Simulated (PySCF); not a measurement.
## Broadened absorption spectrum of C7H9N

Species: C₇H₉N.
SMILES with atom numbers: `[CH3:1][CH:2]([CH3:3])[CH:4]=[C:5]=[CH:6][C:7]#[N:8]` (hydrogens: H9, H10, H11 on C1; H12 on C2; H13, H14, H15 on C3; H16 on C4; H17 on C6)

Level of theory: TDDFT B3LYP/def2-SVPD, vertical, gas phase, core orbitals frozen in the response in PySCF. The structure is a single GFN2-xTB conformer in the gas phase; no vibrational or solvent corrections. Torsions of this conformer, `[CH3:1][CH:2]([CH3:3])[CH:4]=[C:5]=[CH:6][C:7]#[N:8]`: C1–C2–C4–C5 -117°.

Broadening: Gaussians 0.4 eV wide at half height, area fixed by f = 4.319×10⁻⁹ ∫ε dν̃. The width is an assumption, not a result. The curve ends short of the highest state used, and states not computed would add to its high-energy end.

λ (nm), ε (L mol⁻¹ cm⁻¹) and a bar:
```
    182.4       5077 #####
    184.0       2583 ###
    185.7       1303 #
    187.3       1063 #
    189.0       1712 ##
    190.6       3285 ####
    192.3       6196 #######
    193.9      10164 ###########
    195.6      15378 ################
    197.3      20819 ######################
    198.9      25134 ###########################
    200.6      27839 ##############################
    202.2      28077 ##############################
    203.9      25928 ############################
    205.5      22220 ########################
    207.2      17406 ###################
    208.8      12874 ##############
    210.5       8692 #########
    212.1       5631 ######
    213.8       3328 ####
    215.4       1915 ##
    217.1       1006 #
    218.8        501 #
    220.4        248 
    222.1        113 
    223.7         53 
    225.4         24 
    227.0         13 
    228.7         10 
    230.3         10 
    232.0         12 
    233.6         15 
    235.3         18 
    236.9         21 
    238.6         23 
    240.3         25 
    241.9         25 
    243.6         24 
    245.2         22 
    246.9         20 
    248.5         17 
    250.2         14 
    251.8         11 
    253.5          9 
    255.1          7 
    256.8          5 
    258.4          3 
    260.1          2 
    261.8          2 
    263.4          1 
    265.1          1 
    266.7          0 
    268.4          0 
    270.0          0 
    271.7          0 
    273.3          0
```

Problem. Where are the band maxima, and which computed states make them?

Solution. 241 nm (5.14 eV), ε about 25, made up of S1 (100%); 202 nm (6.15 eV), ε about 28000, made up of S3 (100%) (ε in L mol⁻¹ cm⁻¹; maxima over ε = 5, shares over 10%). At its high-energy end, 6.80 eV, the curve is still rising (ε about 5200, from S6). The states used: S1 5.14 eV (f 0.0004); S2 5.88 eV (f 0.0006); S3 6.15 eV (f 0.419); S4 6.53 eV (f 0.0000); S5 7.00 eV (f 0.0031); S6 7.11 eV (f 0.396); S7 7.34 eV (f 0.140); S8 7.40 eV (f 0.0006).

Problem. On this curve, what absorbance would a 10⁻⁵ mol/L sample give at 248 nm over a 1 cm path?

Solution. 248 nm is 4.999 eV, where ε is about 18 L mol⁻¹ cm⁻¹, so A = ε c l ≈ 0.00018 (Beer–Lambert, with the gas-phase spectrum and the assumed width).

Problem. What would ε be at 6.15 eV, the highest of these maxima, with half the width (0.2 eV)?

Solution. About 56500 L mol⁻¹ cm⁻¹ against 28300, a factor of about 2.00; a lone state at its own centre would give exactly 2.

Problem. Coming from long wavelengths, where does ε first pass 100 L mol⁻¹ cm⁻¹?

Solution. At about 222 nm (5.58 eV), 0.44 eV above S1.

Hardware: one thread, Intel Xeon at 2.50 GHz (x86_64), shared host. Cost: 1.9 min of wall time, 0.93 GiB resident at most.
